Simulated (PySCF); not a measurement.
Hf(OMe)(H)3 (CH₆HfO), SMILES C[O][HfH3], multiplicity 1.

The structure is a stationary point at B3LYP-D3(BJ)/def2-SVP. The spin state was assumed, not searched. The structure was generated by enumeration; whether it is a known compound was not checked. The def2 effective core potentials stand for the cores of Hf; spin–orbit coupling is left out.

Two levels are set side by side: PBE/def2-TZVPD (PySCF) and ωB97X/def2-TZVPD (PySCF). Same geometry, gas phase. Differences are taken from unrounded values.

```json
[
 {"quantity": "orbital gap (eV)", "ωB97X": "11.02", "PBE": "4.30", "PBE minus ωB97X": "-6.73"},
 {"quantity": "highest occupied level (eV)", "ωB97X": "-10.45", "PBE": "-6.56", "PBE minus ωB97X": "3.89"},
 {"quantity": "lowest empty level (eV)", "ωB97X": "0.57", "PBE": "-2.27", "PBE minus ωB97X": "-2.84"},
 {"quantity": "dipole moment (D)", "ωB97X": "2.27", "PBE": "2.37", "PBE minus ωB97X": "0.10"},
 {"quantity": "mean polarisability (bohr³)", "ωB97X": "65.8", "PBE": "71.1", "PBE minus ωB97X": "5.3"}
]
```

PBE's occupied levels lie high since its potential decays too fast outside the molecule; exact exchange lowers them and widens the gap. PBE's more diffuse valence density responds more strongly to a field. Differences between two approximate levels are no errors against the true value.

Rough cost on one machine, each run with all the roots and properties that it gave: ωB97X against PBE within a factor of 2.
